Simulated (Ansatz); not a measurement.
Basis-set extrapolation for `CO[SiH](F)OC` (PBE0-D4/def2-TZVP geometry, frozen core, Ansatz 0.2.0). Multiplicity 1, RHF reference.

```json
{"": "HF", "def2-TZVPP": "-618.222788", "def2-QZVPP": "-618.248976"}
{"": "MP2 correlation", "def2-TZVPP": "-1.183677", "def2-QZVPP": "-1.278553"}
{"": "CCSD(T) correlation", "def2-TZVPP": "-1.262993", "def2-QZVPP": "not run"}
```

Energies in hartree. Use E(X) = E(∞) + A·exp(−7.88·√X) for Hartree–Fock and E(X) = E(∞) + B·X^(−2.97) for correlation, with X = 3 and 4, and add CCSD(T) minus MP2 of the smaller set to the MP2 limit.

**Question.** What is the CCSD(T) energy at the basis-set limit?

**Answer.** HF limit: -618.248976 + (-0.026188) × 0.13774 = -618.25258. MP2 limit: -1.278553 + (-0.094876) × 0.74074 = -1.34883. Higher-order term: -1.262993 − (-1.183677) = -0.07932. Total: -619.68073 hartree, 511.8 kJ/mol below CCSD(T)/def2-TZVPP.
